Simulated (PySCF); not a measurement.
**Radial density of Si (silicon, neutral)**

UHF, [Ne] 3s2 3p2, high-spin 3P determinant. Computed with PySCF 2.14 in aug-cc-pV(5+d)Z, with the non-relativistic Hamiltonian (point nucleus).

```json
{"r (bohr)": "0.00182", "4πr²ρ (e/bohr)": "0.07018", "4πr²(ρα − ρβ)": "0.0000"}
{"r (bohr)": "0.00307", "4πr²ρ (e/bohr)": "0.1918", "4πr²(ρα − ρβ)": "0.0000"}
{"r (bohr)": "0.00516", "4πr²ρ (e/bohr)": "0.5117", "4πr²(ρα − ρβ)": "0.0000"}
{"r (bohr)": "0.00868", "4πr²ρ (e/bohr)": "1.312", "4πr²(ρα − ρβ)": "-0.0001"}
{"r (bohr)": "0.0146", "4πr²ρ (e/bohr)": "3.146", "4πr²(ρα − ρβ)": "-0.0002"}
{"r (bohr)": "0.0246", "4πr²ρ (e/bohr)": "6.746", "4πr²(ρα − ρβ)": "-0.0003"}
{"r (bohr)": "0.0413", "4πr²ρ (e/bohr)": "12.00", "4πr²(ρα − ρβ)": "0.0006"}
{"r (bohr)": "0.0695", "4πr²ρ (e/bohr)": "15.76", "4πr²(ρα − ρβ)": "0.0066"}
{"r (bohr)": "0.117", "4πr²ρ (e/bohr)": "13.31", "4πr²(ρα − ρβ)": "0.0315"}
{"r (bohr)": "0.197", "4πr²ρ (e/bohr)": "9.616", "4πr²(ρα − ρβ)": "0.0911"}
{"r (bohr)": "0.331", "4πr²ρ (e/bohr)": "13.43", "4πr²(ρα − ρβ)": "0.1330"}
{"r (bohr)": "0.556", "4πr²ρ (e/bohr)": "11.90", "4πr²(ρα − ρβ)": "0.0350"}
{"r (bohr)": "0.936", "4πr²ρ (e/bohr)": "3.312", "4πr²(ρα − ρβ)": "0.0544"}
{"r (bohr)": "1.57", "4πr²ρ (e/bohr)": "1.737", "4πr²(ρα − ρβ)": "0.5982"}
{"r (bohr)": "2.65", "4πr²ρ (e/bohr)": "1.370", "4πr²(ρα − ρβ)": "0.7281"}
{"r (bohr)": "4.45", "4πr²ρ (e/bohr)": "0.2448", "4πr²(ρα − ρβ)": "0.1797"}
{"r (bohr)": "7.49", "4πr²ρ (e/bohr)": "0.006757", "4πr²(ρα − ρβ)": "0.0062"}
```
